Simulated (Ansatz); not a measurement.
**Question.** Name a neutral molecule of C, F, Ge, N, S and H with HOMO energy (PBE/def2-TZVPP) between -6.50 and -6.20 eV and LUMO energy (PBE0/def2-TZVPP) between -0.40 and -0.10 eV (Ansatz, PBE0-D4/def2-TZVP geometry).

**Answer.** `N=C(F)[S][GeH3]` (-6.34 eV, -0.38 eV). Other molecules can fit too; these were computed, each in one conformer that needn't be the lowest.
